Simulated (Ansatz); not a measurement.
Consider the hydrogenolysis of a C–F bond: `FC(F)C(F)(F)C(F)C(F)(F)F` + H₂ → `FC(F)C(F)C(F)(F)C(F)F` + H–F.

Gas-phase electronic energies from Ansatz, PBE0-D4/def2-TZVP geometries. CBS: MP2 limit from def2 TZ/QZ plus the TZ coupled-cluster correction, frozen cores. This one scheme is used for every species. DFT in def2-TZVPP. Each species was taken in one conformer, which may not be the lowest.

**Question.** Is it downhill or uphill in electronic energy at CCSD(T)/CBS, and by how much? (Estimate.)

**Answer.** The calculation gave: Downhill: ΔE = -64.6 kJ/mol.

**Question.** What do these levels give: LDA (SPW92), r2SCAN-D4, PBE-QIDH, revPBE, HF/def2-SVP, SCS-MP2/def2-QZVPP? (An estimate is asked.)

**Answer.** Ansatz gave: LDA (SPW92) -39.5, r2SCAN-D4 -41.5, PBE-QIDH -58.5, revPBE -56.6, HF/def2-SVP -49.5, SCS-MP2/def2-QZVPP -66.0 kJ/mol.

**Question.** What do rigid-rotor, harmonic-oscillator terms from PBE0-D4/def2-TZVP frequencies (298.15 K, 1 bar) make of the CCSD(T)/CBS value? (Estimate.)

**Answer.** Ansatz gave: ΔZPE = +20.1 kJ/mol, ΔH = -46.1 kJ/mol, ΔS = 31 J/(mol·K), ΔG = -55.3 kJ/mol. Modes under 50 cm⁻¹ make the entropy rough.

Largest T1 diagnostic among the species: 0.012.

The D4 term adds +3.7 kJ/mol with B3LYP and +2.0 kJ/mol with PBE0; it sums over pairs of atoms, weighted by their polarisabilities, and B3LYP, whose exchange is more repulsive, gets the larger term. From PBE to PBE0 (25 % exact exchange), in def2-TZVPP and without D4, ΔE moves by −4.0 kJ/mol.

B3LYP here is the variant with VWN-RPA as its local correlation; programs differ in this.
